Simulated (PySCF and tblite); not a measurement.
Results of a calculation; reference values are marked as such.
System: C₅H₇FOSi, numbered as in [F:1][C:2]1=[CH:3][CH2:4][CH:5]=[C:6]1[O:7][SiH3:8].

Two runs for the rotation about the C6–O7 bond (torsion C2–C6–O7–Si8 from 0° to 180°, rising) on the same GFN2-xTB geometries. The first, PBE0/pcSseg-1 + D3(BJ), gave a barrier of 1.5 kcal/mol. The second was started with:

```json
{"job": {"kind": "nmr", "xc": "PBE0", "basis": "pcSseg-1", "scf": {"conv": 0.001, "max_cycle": 60}, "pop": false}, "charge": 0, "multiplicity": 1}
```

```
final grid: 128384 points
cycle   1  E = -658.6009112201  dE =  1.401e+00  |g| = 7.382e-01  |ddm| = 3.686e+00
cycle   2  E = -658.4959611174  dE =  1.050e-01  |g| = 1.062e+00  |ddm| = 1.423e+00
cycle   3  E = -658.6963415162  dE = -2.004e-01  |g| = 1.049e-01  |ddm| = 9.526e-01
cycle   4  E = -658.6984169897  dE = -2.075e-03  |g| = 3.908e-02  |ddm| = 1.238e-01
cycle   5  E = -658.6987214499  dE = -3.045e-04  |g| = 1.233e-02  |ddm| = 4.041e-02
converged SCF energy = -658.6987214499

GIAO shielding tensors (ppm)
atom      isotropic    diamagn.    paramagn.     s11        s22        s33       span
  0 F      313.083     474.891    -161.808    209.567    308.563    421.120    211.553
  1 C       18.624     252.214    -233.591    -68.789     62.030     62.629    131.418
  2 C       72.708     258.463    -185.756     -7.932     68.744    157.311    165.243
  3 C      154.769     251.572     -96.803    136.737    159.866    167.706     30.969
```

(1) What is wrong with the second run, and what did it give?

## Answers

(1) Its fault: SCF threshold far too loose. It ran through; the barrier from its energies is 1.5 kcal/mol, off by 0.0.
